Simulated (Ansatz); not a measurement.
C₂H₄SSi, SMILES `[SiH3]C1=CS1`, one more setting.

```yaml
crystal:
  periodic: [false, false, false]
  atoms:
    - {symbol: Si, position_ang: [0.040621, 1.231386, -0.370621]}
    - {symbol: C, position_ang: [0.053478, -0.513184, 0.190672]}
    - {symbol: C, position_ang: [-0.276919, -1.747834, 0.278698]}
    - {symbol: S, position_ang: [1.067654, -1.530706, 1.434819]}
    - {symbol: H, position_ang: [-1.023836, 1.396112, -1.391630]}
    - {symbol: H, position_ang: [-0.220306, 2.102029, 0.801190]}
    - {symbol: H, position_ang: [1.369682, 1.551798, -0.945235]}
    - {symbol: H, position_ang: [-0.918274, -2.546701, -0.053692]}
basis:
  gaussian: {orbitals: STO-3G}
hamiltonian: {xc: {name: wPBEh}}
```

```sh
$ ansatz run in.yaml --threads 2 --pin off --events-out ev --progress --plain --max-ram 4352MiB
```

Shortened log:

```
Functional definition: wPBEh
380 factors; integrals over basis functions are off by at most 3.9e-5 eV
65 factors; integrals over basis functions are off by at most 2.0e-7 eV
mean field evaluation 1: about -20603.2300 eV, gradient 1.5e1 eV
mean field evaluation 2: about -20603.4018 eV, gradient 1.3e1 eV
mean field evaluation 4: about -20604.0827 eV, gradient 1.5e0 eV
mean field evaluation 8: about -20604.0453 eV, gradient 1.2e-2 eV
mean field -20604.04532808 eV, -757.1846998834 hartree, gradient 1.4e-5 eV, S^2 0.000000; 0 other end points of the search recorded, 0 dependent functions left out
reference -20604.04534817 eV, -757.1847006217 hartree; 23, 23 occupied and 9, 9 virtual orbitals, 380 factors
Total energy: -20604.04534817 eV, -757.1847006217 hartree
```

Hardware: 2 threads of an Arm Neoverse V1 on a shared host. Wall time 0.65 s, peak host memory 0.41 GiB.
